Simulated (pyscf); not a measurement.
`[SiH3][N]([SiH3])[SiH3]`, singlet

Gas-phase minimum from PySCF at ωB97X-D3(BJ)/def2-SVP, one conformer. 

```xyz
13

Si    -0.8881     1.2491    -2.1121
N     -0.5725     0.1650    -0.7770
Si     0.0173    -1.4521    -1.0845
Si    -0.8424     0.6994     0.8659
H     -0.0407     2.4749    -2.0350
H     -0.5677     0.5091    -3.3679
H     -2.3175     1.6762    -2.1447
H      0.1910    -2.1186     0.2395
H     -0.9462    -2.2396    -1.9079
H      1.3271    -1.4309    -1.7990
H     -1.3413     2.1044     0.7977
H      0.4156     0.6638     1.6676
H     -1.8564    -0.1487     1.5581
```

Bonds (Å): Si1–N2 1.749, Si1–H5 1.492, Si1–H6 1.492, Si1–H7 1.492, N2–Si3 1.749, N2–Si4 1.749, Si3–H8 1.492, Si3–H9 1.492, Si3–H10 1.492, Si4–H11 1.492, Si4–H12 1.492, Si4–H13 1.492. Angles (°): N2–Si1–H5 111.6, N2–Si1–H6 107.2, N2–Si1–H7 111.5, H5–Si1–H6 109.2, H5–Si1–H7 108.1, H6–Si1–H7 109.2, Si1–N2–Si3 120.0, Si1–N2–Si4 120.0, Si3–N2–Si4 120.0, N2–Si3–H8 107.2, N2–Si3–H9 111.6, N2–Si3–H10 111.5, H8–Si3–H9 109.2, H8–Si3–H10 109.2 (the first ones only).

Properties at ωB97X-D3(BJ)/def2-SVP:

Harmonic wavenumbers, unscaled: 77, 77, 81, 167, 175, 175, 499, 663, 699, 699, 702, 702, 765, 953, 953, 958, 958, 958, 974, 985, 985, 1041, 1042, 1042, 2247, 2247, 2249, 2251, 2252, 2252, 2259, 2259, 2268 cm⁻¹
Zero-point energy: 52.3 kcal/mol
Rotational symmetry number: 3
Entropy of this conformer at 298 K and 1 atm, rigid rotor and harmonic oscillator, modes under 100 cm⁻¹ raised to 100: 361.4 J/(mol K)
Dipole moment: 0.00 D

Single-point totals, which compare only within one level:

```json
[
 {"level": "ωB97X-D3(BJ)/def2-TZVP", "total energy (hartree)": "-928.86130"},
 {"level": "PBE/def2-TZVP", "total energy (hartree)": "-928.19794"},
 {"level": "r²SCAN/def2-TZVP", "total energy (hartree)": "-928.62783"},
 {"level": "B3LYP-D3(BJ)/def2-TZVP", "total energy (hartree)": "-928.84119"},
 {"level": "PBE0-D3(BJ)/def2-TZVP", "total energy (hartree)": "-928.31229"},
 {"level": "M06-2X/def2-TZVP", "total energy (hartree)": "-928.65040"},
 {"level": "ωB97M-D3(BJ)/def2-TZVP", "total energy (hartree)": "-928.88545"}
]
```

Soft torsions are taken as harmonic, which can shift the entropy by several J/(mol K).
